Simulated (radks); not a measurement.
Values are calculated unless marked as measured or tabulated.
All-electron atom: Pb in [Xe] 4f14 5d10 6s1 6p3 (not the ground configuration).

Level of theory: non-relativistic Kohn-Sham, TPSS, spin-polarised, spherical densities, point nucleus; open shells are filled with parallel spins first (spin-orbit coupling, left out, can overturn this in heavy ions); meta-GGA in the generalised Kohn-Sham scheme; relativity is left out, which matters for an element this heavy (a radial shooting solver on a logarithmic mesh with Libxc functionals).

Energy parts (hartree):
part                       energy
total                 -19527.2628
kinetic                19522.7550
electron-nucleus      -46466.7095
Hartree                 7779.2315
exchange-correlation    -362.5398

Orbitals (lengths in bohr, moments of r in powers of bohr; r(90%) holds 90 % of the orbital's charge):
| orbital | occ. | eigenvalue (hartree) | r(90%) | <r^4> | <r> | <r^2> |
|---|---|---|---|---|---|---|
| 1s up | 1 | -2904.790 | 0.0328 | 5.214e-07 | 0.01845 | 0.0004549 |
| 1s down | 1 | -2904.788 | 0.0328 | 5.214e-07 | 0.01845 | 0.0004549 |
| 2s up | 1 | -489.3571 | 0.119 | 0.00008337 | 0.07760 | 0.007055 |
| 2s down | 1 | -489.3566 | 0.119 | 0.00008337 | 0.07760 | 0.007055 |
| 2p up | 3 | -471.0917 | 0.106 | 0.00005211 | 0.06555 | 0.005201 |
| 2p down | 3 | -471.0907 | 0.106 | 0.00005211 | 0.06555 | 0.005201 |
| 3s up | 1 | -116.7176 | 0.284 | 0.002794 | 0.1951 | 0.04336 |
| 3s down | 1 | -116.7167 | 0.284 | 0.002794 | 0.1951 | 0.04336 |
| 3p up | 3 | -108.0473 | 0.276 | 0.002461 | 0.1857 | 0.03985 |
| 3p down | 3 | -108.0462 | 0.276 | 0.002461 | 0.1857 | 0.03985 |
| 3d up | 5 | -91.92368 | 0.250 | 0.001622 | 0.1619 | 0.03058 |
| 3d down | 5 | -91.92274 | 0.250 | 0.001622 | 0.1619 | 0.03058 |
| 4s up | 1 | -25.91493 | 0.609 | 0.05997 | 0.4264 | 0.2046 |
| 4s down | 1 | -25.91350 | 0.609 | 0.05996 | 0.4264 | 0.2046 |
| 4p up | 3 | -22.10273 | 0.620 | 0.06399 | 0.4292 | 0.2089 |
| 4p down | 3 | -22.10109 | 0.620 | 0.06397 | 0.4292 | 0.2089 |
| 4d up | 5 | -15.08601 | 0.644 | 0.07344 | 0.4337 | 0.2166 |
| 4d down | 5 | -15.08408 | 0.644 | 0.07341 | 0.4337 | 0.2166 |
| 4f up | 7 | -5.60362 | 0.702 | 0.1066 | 0.4443 | 0.2353 |
| 4f down | 7 | -5.60119 | 0.702 | 0.1065 | 0.4442 | 0.2352 |
| 5s up | 1 | -4.26344 | 1.35 | 1.476 | 0.9509 | 1.012 |
| 5s down | 1 | -4.25787 | 1.35 | 1.468 | 0.9505 | 1.011 |
| 5p up | 3 | -2.99026 | 1.47 | 2.051 | 1.021 | 1.174 |
| 5p down | 3 | -2.98391 | 1.47 | 2.021 | 1.019 | 1.169 |
| 5d up | 5 | -0.93864 | 1.94 | 6.346 | 1.283 | 1.915 |
| 5d down | 5 | -0.92122 | 1.90 | 5.808 | 1.265 | 1.852 |
| 6s up | 1 | -0.40176 | 3.80 | 89.89 | 2.605 | 7.654 |
| 6s down | 0 | -0.31307 | 3.83 | 93.25 | 2.619 | 7.760 |
| 6p up | 3 | -0.17987 | 4.81 | 235.8 | 3.233 | 11.96 |

The highest occupied level is 6p up at -4.895 eV. The configuration is held as typed, so some empty levels lie below it. Summed over all electrons, <r^2> = 79.21 bohr^2, which gives a Langevin (diamagnetic) susceptibility term of -62.7 x 10^-6 cm^3/mol. The electron density at the nucleus is 3.963e+05 e/bohr^3.
